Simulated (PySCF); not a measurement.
## Ne (neon, neutral) across methods

[Ne], closed-shell 1S. Computed with PySCF 2.14 in aug-cc-pVDZ-DK (4s3p2d, 23 functions), with scalar relativity by spin-free X2C-1e.

| method | E (hartree) | mean ε 1s (eV) | mean ε 2s (eV) | mean ε 2p (eV) | Σ⟨r²⟩ (bohr²) | ⟨S²⟩ |
| --- | --- | --- | --- | --- | --- | --- |
| LDA | -128.3121 | -826.37 | -36.282 | -13.541 | 9.897 | 0.000 |
| PW91 | -129.0316 | -832.26 | -36.662 | -13.469 | 9.884 | 0.000 |
| UHF | -128.63278 | -893.47 | -52.945 | -23.194 | 9.444 | 0.000 |
| r2SCAN | -129.0193 | -838.64 | -38.630 | -14.022 | 9.680 | 0.000 |
| PBE | -128.9528 | -831.66 | -36.591 | -13.347 | 9.878 | 0.000 |
| M06-2X | -129.0305 | -861.32 | -44.350 | -18.540 | 9.650 | 0.000 |
| CAM-B3LYP | -129.0439 | -846.84 | -42.185 | -17.667 | 9.805 | 0.000 |
| PBE0 | -128.9589 | -847.12 | -40.911 | -16.016 | 9.705 | 0.000 |

Question: Estimate the same row for BLYP.

Answer: E (hartree) = -129.0578; mean ε 1s (eV) = -832.81; mean ε 2s (eV) = -36.461; mean ε 2p (eV) = -13.360; Σ⟨r²⟩ (bohr²) = 9.929; ⟨S²⟩ = 0.000.
